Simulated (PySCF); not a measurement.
# Electronic structure of P (phosphorus, neutral) at the LDA level

Configuration: [Ne] 3s2 3p2 4s1, high-spin 4P determinant (an excited configuration). All numbers are calculated (PySCF 2.14, the non-relativistic Hamiltonian (point nucleus), in aug-cc-pwCVDZ).

| Item | Value |
| --- | --- |
| Total energy | -339.7287 hartree |
| One-electron energy | -468.7019 hartree |
| Hartree (Coulomb) energy | 150.6583 hartree |
| Exchange-correlation energy | -21.6851 hartree |
| Kinetic energy | 339.05248 hartree |
| ⟨S²⟩ | 3.7511 |
| ⟨L²⟩ | 2.014 |
| Sum of ⟨r⟩ | 17.24 bohr |
| Sum of ⟨r²⟩ | 49.36 bohr² |
| Traceless quadrupole moment −½Σ⟨3z² − r²⟩ along its main axis | 1.64 e·bohr² |
| Density at the nucleus (Gaussians lack the cusp) | 2120 bohr⁻³ |
| Spin density at the nucleus | 0.895 bohr⁻³ |
| Langevin diamagnetic susceptibility | -39.1 ×10⁻⁶ cm³/mol |

```tsv
shell	electrons	mean orbital energy (hartree)	spread (hartree)	rms radius, mean of both spins (bohr)
1s α	1	-76.25789	0	0.121
1s β	1	-76.24741	0	0.121
2s α	1	-6.50736	0	0.571
2s β	1	-6.49503	0	0.571
2p α	3	-4.75752	0.01091	0.545
2p β	3	-4.74254	0.01934	0.545
3s α	1	-0.67631	0	1.98
3s β	1	-0.60570	0	1.98
3p α	2	-0.34888	0	2.38
4s α	1	-0.06145	0	5.26
```

The outer electron is Rydberg-like, and this basis confines it to a smaller radius and binds it less than a complete one would.
